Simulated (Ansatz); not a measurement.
Consider the isomerisation: `CCBO` → `BCOC`.

Isolated molecules relaxed with PBE0-D4/def2-TZVP in Ansatz; ΔE leaves out vibrations. CCSD(T)/CBS is the MP2 limit (def2-TZVPP, def2-QZVPP) plus CCSD(T) − MP2 in def2-TZVPP, frozen cores. DFT in def2-TZVPP. B3LYP here is the variant with VWN-RPA as its local correlation; programs differ in this. HSE06 is defined as in plane-wave codes. One conformer a species, not always the lowest.

`CCBO`:

```xyz
11

C    -0.552   -1.330   -0.140
C     0.396   -0.146   -0.328
B     0.160    1.034    0.679
O     0.246    2.341    0.334
H    -1.587   -1.048   -0.346
H    -0.301   -2.162   -0.802
H    -0.516   -1.700    0.888
H     0.376    0.198   -1.370
H     1.428   -0.488   -0.153
H    -0.089    0.829    1.837
H     0.439    2.473   -0.599
```

`BCOC`:

Cartesian coordinates in Å:
```
B 0.907 -0.876 -1.563
C 0.185 0.066 -0.572
O -0.069 -0.486 0.691
C -0.723 0.407 1.548
H 1.221 -1.990 -1.269
H 1.148 -0.451 -2.656
H 0.786 0.995 -0.490
H -0.752 0.410 -1.055
H -0.124 1.312 1.722
H -0.880 -0.102 2.500
H -1.699 0.714 1.144
```

| level | ΔE (kJ/mol) | difference from CCSD(T)/CBS |
| --- | --- | --- |
| LDA (SPW92) | 275.1 | -2.5 |
| revPBE-D4 | 265.7 | -11.9 |
| BLYP-D4 | 263.0 | -14.6 |
| B97M-V | 273.8 | -3.8 |
| PBE0-D4 | 272.4 | -5.2 |
| B3LYP-D4 | 266.7 | -10.9 |
| r2SCANh-D4 | 274.4 | -3.2 |
| r2SCAN0-D4 | 276.0 | -1.6 |
| HSE06-D4 | 272.4 | -5.2 |
| CAM-B3LYP-D4 | 268.1 | -9.5 |
| B2PLYP | 272.7 | -4.9 |
| r2SCAN | 273.2 | -4.4 |
| HSE06 | 272.2 | -5.4 |
| CCSD(T)/def2-SVP | 282.5 | 4.9 |
| HF/def2-QZVPP | 259.3 | -18.3 |
| MP2/def2-QZVPP | 285.9 | 8.3 |
| CCSD(T)/CBS | 277.6 | 0 |

Largest T1 diagnostic among the species: 0.011.

From BLYP to BHLYP (50 % exact exchange), in def2-TZVPP and without D4, ΔE moves by +5.2 kJ/mol. At CCSD(T), def2-SVP lies +4.9 kJ/mol from the extrapolated value and def2-TZVPP −2.2 kJ/mol.
